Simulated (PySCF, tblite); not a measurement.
Isomers of C6H10SSi. All values are computed: GFN2-xTB (tblite) harmonic vibrations without scaling, gas phase. The method is semi-empirical: single wavenumbers can be off by several per cent or more. Modes of hydrogen on silicon can be 10 to 20 % off. One conformer each.

Electronic energies: PBE0/pcSseg-1 single points on the GFN2-xTB geometries (PySCF, gas phase).

```tsv
SMILES	electronic energy, lowest = 0 (kcal/mol)
C#CC[C@H]1CCS[SiH2]1	4.1
C=CCC(=C=S)[SiH2]C	13.0
C#C[SiH2]/C(C)=C\SC	32.7
C1=C(C2CCC2)S[SiH2]1	0.0
```

**Question.** How do GFN2-xTB zero-point energies change the relative energies?

**Answer.** 
| SMILES | ZPE (kcal/mol) | of it from modes above 1550 cm⁻¹ | electronic (kcal/mol) | with ZPE, lowest = 0 (kcal/mol) | lowest mode (cm⁻¹) | rings |
| --- | --- | --- | --- | --- | --- | --- |
| C1=C(C2CCC2)S[SiH2]1 | 87.4 | 43.4 | 0.0 | 0.0 | 36 | 2 |
| C#CC[C@H]1CCS[SiH2]1 | 86.5 | 44.3 | 4.1 | 3.1 | 49 | 1 |
| C=CCC(=C=S)[SiH2]C | 84.1 | 46.3 | 13.0 | 9.6 | 19 | 0 |
| C#C[SiH2]/C(C)=C\SC | 82.5 | 46.9 | 32.7 | 27.8 | 4 | 0 |

The zero-point energies span 4.9 kcal/mol, from `C#C[SiH2]/C(C)=C\SC` to `C1=C(C2CCC2)S[SiH2]1`. The order is unchanged.

**Question.** And how do the electronic energies of GFN2-xTB itself compare?

**Answer.** `C1=C(C2CCC2)S[SiH2]1` 0.0; `C#CC[C@H]1CCS[SiH2]1` 8.3; `C=CCC(=C=S)[SiH2]C` 36.5; `C#C[SiH2]/C(C)=C\SC` 54.7 kcal/mol, lowest = 0. Against the energies above, taken from the same isomer `C1=C(C2CCC2)S[SiH2]1`, the largest difference is 23.5 kcal/mol.
